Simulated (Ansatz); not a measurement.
One change: `OB(O)CI` becomes `OCB(O)O`.

Ansatz, PBE0-D4/def2-TZVP geometries, multiplicity 1. Each molecule was computed in one conformer, which needn't be the lowest.

Elements past krypton have def2 core potentials.

```
                             property  `OB(O)CI`
  LUMO energy (B3LYP/def2-TZVPP) / eV      -1.25
 HOMO–LUMO gap (PBE0/def2-TZVPP) / eV       6.08
   LUMO energy (PBE0/def2-TZVPP) / eV      -1.01
   HOMO energy (PBE0/def2-TZVPP) / eV      -7.09
HOMO energy (ωB97M-V/def2-TZVPP) / eV      -9.24
LUMO energy (ωB97M-V/def2-TZVPP) / eV       0.89
```

Q: Give the same properties after the change, and the shifts. (An estimate is asked.)

A: The calculation gave: 
| property | `OCB(O)O` | shift |
| --- | --- | --- |
| LUMO energy (B3LYP/def2-TZVPP) / eV | 0.33 | 1.58 |
| HOMO–LUMO gap (PBE0/def2-TZVPP) / eV | 8.88 | 2.80 |
| LUMO energy (PBE0/def2-TZVPP) / eV | 0.71 | 1.72 |
| HOMO energy (PBE0/def2-TZVPP) / eV | -8.17 | -1.08 |
| HOMO energy (ωB97M-V/def2-TZVPP) / eV | -10.63 | -1.39 |
| LUMO energy (ωB97M-V/def2-TZVPP) / eV | 2.05 | 1.16 |

With PBE0 the HOMO falls by 1.08 eV and the LUMO rises by 1.72 eV, so the gap widens by about 2.80 eV. PBE moves the HOMO by -0.51 eV and ωB97M-V by -1.39 eV.

B3LYP here is the variant with VWN-RPA as its local correlation; programs differ in this.

Spin–orbit coupling is left out; it splits and shifts lone-pair levels of the heavy atoms by tenths of an eV.
